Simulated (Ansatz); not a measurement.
Molecule: CH4BO (charge 0, doublet). It need not be the lowest isomer of its formula. 
Geometry from a B3LYP-D3(BJ)/def2-TZVP (Ansatz, a first-principles code) optimisation:
SMILES: BO[CH2]
```xyz
7

B      1.2306     0.0706    -0.2622
O      0.0686    -0.2969     0.3394
C     -1.1524     0.1586    -0.0189
H      2.2268    -0.4166     0.1661
H      1.2045     0.8466    -1.1714
H     -1.9842    -0.2216     0.5496
H     -1.2344     0.8625    -0.8352
```
Charge 0, spin multiplicity 2.

Computed values are from Ansatz. Correlated levels leave the core frozen unless marked. UHF or UKS for open shells. Spin-orbit coupling is left out. No relativistic terms. CBS(X,Y): correlation extrapolated as X^-3; Hartree-Fock from the larger set. [CCSD(T)-MP2]/basis is that difference in the basis named.

```
Quantity                                                                                        Result
---------------------  -------------------------------------------------------------------------------
atomisation energy De  610.8 kcal/mol at RI-MP2/CBS(aug-cc-pVTZ,aug-cc-pVQZ)+[CCSD(T)-MP2]/aug-cc-pVTZ
total energy             -140.3746 Eh at RI-MP2/CBS(aug-cc-pVTZ,aug-cc-pVQZ)+[CCSD(T)-MP2]/aug-cc-pVTZ
dipole moment                                                            1.02 D at CCSD(T)/aug-cc-pVDZ
T1 diagnostic                                                                0.018 at CCSD/aug-cc-pVTZ
```
